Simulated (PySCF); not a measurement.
dimethylacetylene (C4H6), singlet, geometry from GFN2-xTB; HF/def2-SV(P) in PySCF.

The PySCF input:
```python
from pyscf import gto, scf

mol = gto.M(
    atom='''
C     0.00350171    0.00681221    2.04717461
C     0.00102454    0.00199315    0.59897157
C    -0.00102454   -0.00199315   -0.59897157
C    -0.00350171   -0.00681221   -2.04717461
H    -0.01660974    1.03166869    2.41791685
H    -0.87195983   -0.52171478    2.42454899
H     0.90099445   -0.48578258    2.42139677
H    -0.02489300    1.01555447   -2.42465823
H     0.89271120   -0.50189680   -2.42117830
H    -0.88024308   -0.53782899   -2.41802609
''',
    basis='def2-sv(p)',
    verbose=4,
)

mf = scf.RHF(mol)
mf.kernel()
```

It wrote (shortened):

```
PySCF version 2.14.0

[INPUT] verbose = 4
[INPUT] num. atoms = 10
[INPUT] num. electrons = 30
[INPUT] charge = 0
[INPUT] spin (= nelec alpha-beta = 2S) = 0
[INPUT] symmetry False subgroup None
[INPUT] Mole.unit = angstrom
[INPUT] Symbol           X                Y                Z      unit          X                Y                Z       unit  Magmom
[INPUT]  1 C      0.003501710000   0.006812210000   2.047174610000 AA    0.006617272868   0.012873211203   3.868599342063 Bohr   0.0
[INPUT]  2 C      0.001024540000   0.001993150000   0.598971570000 AA    0.001936100004   0.003766507625   1.131892223701 Bohr   0.0
[INPUT]  3 C     -0.001024540000  -0.001993150000  -0.598971570000 AA   -0.001936100004  -0.003766507625  -1.131892223701 Bohr   0.0
[INPUT]  4 C     -0.003501710000  -0.006812210000  -2.047174610000 AA   -0.006617272868  -0.012873211203  -3.868599342063 Bohr   0.0
[INPUT]  5 H     -0.016609740000   1.031668690000   2.417916850000 AA   -0.031387859600   1.949571275389   4.569200638471 Bohr   0.0
[INPUT]  6 H     -0.871959830000  -0.521714780000   2.424548990000 AA   -1.647765270322  -0.985898049338   4.581733566691 Bohr   0.0
[INPUT]  7 H      0.900994450000  -0.485782580000   2.421396770000 AA    1.702632750253  -0.917996032285   4.575776734206 Bohr   0.0
[INPUT]  8 H     -0.024893000000   1.015554470000  -2.424658230000 AA   -0.047040952419   1.919119812878  -4.581940000373 Bohr   0.0
[INPUT]  9 H      0.892711200000  -0.501896800000  -2.421178300000 AA    1.686979676332  -0.948447494796  -4.575363885740 Bohr   0.0
[INPUT] 10 H     -0.880243080000  -0.537828990000  -2.418026090000 AA   -1.663418344244  -1.016349492951  -4.569407072153 Bohr   0.0

nuclear repulsion = 100.716465369781
number of shells = 36
number of NR pGTOs = 120
number of NR cGTOs = 68
basis = def2-sv(p)
ecp = {}

******** <class 'pyscf.scf.hf.RHF'> ********
method = RHF
initial guess = minao
damping factor = 0
level_shift factor = 0
DIIS = <class 'pyscf.scf.diis.CDIIS'>
diis_start_cycle = 1
diis_space = 8
diis_damp = 0
SCF conv_tol = 1e-09
SCF conv_tol_grad = None
SCF max_cycles = 50
direct_scf = True
direct_scf_tol = 1e-13
Set gradient conv threshold to 3.16228e-05
Initial guess from minao.
init E= -155.490710608184
  HOMO = -0.262503515904038  LUMO = 0.115565212329073  gap/eV = 10.28777
cycle= 1 E= -154.732043831334  delta_E= 0.759  |g|= 0.349  |ddm|= 3.07
  HOMO = -0.355972651535792  LUMO = 0.176725591993088  gap/eV = 14.49546
cycle= 2 E= -154.775829158543  delta_E= -0.0438  |g|= 0.112  |ddm|= 0.617
  HOMO = -0.367104952914172  LUMO = 0.186346080409795  gap/eV = 15.06017
cycle= 3 E= -154.779564080684  delta_E= -0.00373  |g|= 0.0384  |ddm|= 0.224
  HOMO = -0.363988752687946  LUMO = 0.185939073535978  gap/eV = 14.96430
cycle= 4 E= -154.780049199212  delta_E= -0.000485  |g|= 0.0033  |ddm|= 0.0839
  HOMO = -0.364682262025973  LUMO = 0.185744362340786  gap/eV = 14.97787
cycle= 5 E= -154.780055618484  delta_E= -6.42e-06  |g|= 0.0007  |ddm|= 0.0119
  HOMO = -0.36436668249421  LUMO = 0.185767602396075  gap/eV = 14.96992
cycle= 6 E= -154.780055894598  delta_E= -2.76e-07  |g|= 0.000202  |ddm|= 0.00235
  HOMO = -0.364431194505824  LUMO = 0.185761817046229  gap/eV = 14.97151
cycle= 7 E= -154.780055912429  delta_E= -1.78e-08  |g|= 3.1e-05  |ddm|= 0.000487
  HOMO = -0.364422903404887  LUMO = 0.185761931554092  gap/eV = 14.97129
cycle= 8 E= -154.780055913012  delta_E= -5.83e-10  |g|= 4.95e-06  |ddm|= 7.26e-05
  HOMO = -0.364422556705675  LUMO = 0.185762111293454  gap/eV = 14.97129
Extra cycle  E= -154.780055913026  delta_E= -1.4e-11  |g|= 1.79e-06  |ddm|= 1.41e-05
converged SCF energy = -154.780055913026
```
